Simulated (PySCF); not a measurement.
## Working out the ionisation energy of S+

S+ [Ne] 3s2 3p3 (4S) → S(2+) [Ne] 3s2 3p2 (3P). Computed with PySCF 2.14 in def2-TZVPPD (6s6p4d1f, 51 functions), with no relativity, point nucleus. Frozen: [Ne]. Energies in hartree (1 hartree = 27.21139 eV):

```
            part   S+ (lower)  S(2+) (upper)
             UHF  -397.163036    -396.328237
CCSD correlation    -0.109695      -0.089540
             (T)    -0.003600      -0.002186
```

Task: What does Hartree-Fock give?

Result: (-396.328237) − (-397.163036) = 0.834799 hartree = 22.716 eV.

Task: What do CCSD and CCSD(T) give?

Result: The CCSD correlation energies differ by 0.020155 hartree = 0.548 eV and the triples by 0.001414 hartree = 0.038 eV, so CCSD gives 23.264 eV and CCSD(T) 23.302 eV.

A first-order spin-orbit estimate adds -0.063 eV to CCSD(T) (valence), giving 23.239 eV against 23.338 eV (measured; NIST Atomic Spectra Database, ionization energies).

What remains against the reference includes basis incompleteness, the frozen core and higher excitations.
